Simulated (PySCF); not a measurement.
# Pt (platinum, neutral) across methods

[Xe] 4f14 5d9 6s1, high-spin 3D determinant. All numbers are calculated (PySCF 2.14, scalar relativity through the core potential, in aug-cc-pVDZ-PP with ECP60MDF).

```json
{"method": "PBE0", "E (hartree)": "-119.3650", "mean ε 5d α (eV)": "-8.117", "mean ε 5d β (eV)": "-7.097", "mean ε 6s α (eV)": "-6.650", "Σ⟨r²⟩ (bohr²)": "51.99", "⟨S²⟩": "2.001"}
{"method": "r2SCANh", "E (hartree)": "-119.3931", "mean ε 5d α (eV)": "-7.567", "mean ε 5d β (eV)": "-6.355", "mean ε 6s α (eV)": "-6.245", "Σ⟨r²⟩ (bohr²)": "51.80", "⟨S²⟩": "2.002"}
{"method": "HSE06", "E (hartree)": "-119.3636", "mean ε 5d α (eV)": "-7.710", "mean ε 5d β (eV)": "-6.706", "mean ε 6s α (eV)": "-6.279", "Σ⟨r²⟩ (bohr²)": "52.06", "⟨S²⟩": "2.001"}
{"method": "M06-L", "E (hartree)": "-119.4324", "mean ε 5d α (eV)": "-6.791", "mean ε 5d β (eV)": "-5.641", "mean ε 6s α (eV)": "-5.505", "Σ⟨r²⟩ (bohr²)": "51.93", "⟨S²⟩": "2.003"}
{"method": "UHF", "E (hartree)": "-118.51271", "mean ε 5d α (eV)": "-11.824", "mean ε 5d β (eV)": "-10.533", "mean ε 6s α (eV)": "-7.910", "Σ⟨r²⟩ (bohr²)": "52.08", "⟨S²⟩": "2.003"}
{"method": "PBE", "E (hartree)": "-119.4098", "mean ε 5d α (eV)": "-6.700", "mean ε 5d β (eV)": "-5.760", "mean ε 6s α (eV)": "-6.022", "Σ⟨r²⟩ (bohr²)": "52.50", "⟨S²⟩": "2.001"}
{"method": "TPSSh", "E (hartree)": "-119.3344", "mean ε 5d α (eV)": "-7.199", "mean ε 5d β (eV)": "-6.196", "mean ε 6s α (eV)": "-6.179", "Σ⟨r²⟩ (bohr²)": "52.16", "⟨S²⟩": "2.001"}
{"method": "LDA", "E (hartree)": "-119.1819", "mean ε 5d α (eV)": "-6.931", "mean ε 5d β (eV)": "-6.034", "mean ε 6s α (eV)": "-6.352", "Σ⟨r²⟩ (bohr²)": "52.67", "⟨S²⟩": "2.000"}
```

(1) Estimate the same row for r2SCAN.

Energies and moments cover only the electrons outside the core potential. Spin-orbit coupling, absent here, splits the open shell strongly.

Answers

(1) E (hartree) = -119.4150; mean ε 5d α (eV) = -7.170; mean ε 5d β (eV) = -5.897; mean ε 6s α (eV) = -5.815; Σ⟨r²⟩ (bohr²) = 52.08; ⟨S²⟩ = 2.002.
